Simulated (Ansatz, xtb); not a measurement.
Relative energy of two conformers of ClHOSeSi

Structure I: `O=[Si](Cl)[SeH]`, a singlet. Structure II: `O=[Si](Cl)[SeH]`, a singlet. Both are isolated molecules in the gas phase, relaxed with r2SCAN-D4/def2-SVP.

I (Å):

| atom | x (Å) | y (Å) | z (Å) |
| --- | --- | --- | --- |
| Cl | -1.6791 | 3.7421 | 0.0838 |
| O | -3.3030 | 1.0054 | 0.3512 |
| Se | -0.0809 | 0.8199 | -0.7067 |
| Si | -1.9970 | 1.7243 | -0.0030 |
| H | -0.6712 | -0.5288 | -0.6428 |

II (Å):

```xyz
5

Cl   -0.3546    2.0705   -1.6087
O    -0.0718    1.3432    1.4817
Se   -3.1132    0.8121    0.1799
Si   -0.9605    1.4142    0.2365
H    -3.2474    1.1468   -1.2473
```

Q: Estimate E(II) − E(I) at the level CCSD(T)/def2-TZVP.

A: Too close to call at this level: CCSD(T)/def2-TZVP gives E(II) − E(I) = +4.16 kJ/mol.

How the difference moves with the method:

```
             level            geometry  E(II) − E(I) (kJ/mol)  departure from the last row (kJ/mol)  job, with rough time for the two
r2SCAN-D4/def2-SVP  r2SCAN-D4/def2-SVP                   +4.80                                 +0.64                optimisation, 25 s
      HF/def2-TZVP  r2SCAN-D4/def2-SVP                   +3.82                                 −0.33           part of the CCSD(T) run
     MP2/def2-TZVP  r2SCAN-D4/def2-SVP                   +4.72                                 +0.56           part of the CCSD(T) run
 CCSD(T)/def2-TZVP  r2SCAN-D4/def2-SVP                   +4.16                                                      single point, 96 s
```

The largest departure from CCSD(T)/def2-TZVP is that of r2SCAN-D4/def2-SVP, 0.64 kJ/mol. Levels run at GFN2-xTB geometries aren't shown.

With harmonic frequencies from r2SCAN-D4/def2-SVP (ideal gas, rigid rotor, one conformer each, 200 K, 1 atm): on the last row, ΔE + ΔZPE = +4.01, ΔH = +4.06, ΔG = +4.00 kJ/mol.

The correlated steps freeze 20 core orbitals; the filled d shell of Se is correlated, in a basis made for valence electrons. Codes used: Ansatz 0.2.0; the last row on 2 threads of Arm Neoverse V1 on a shared host.
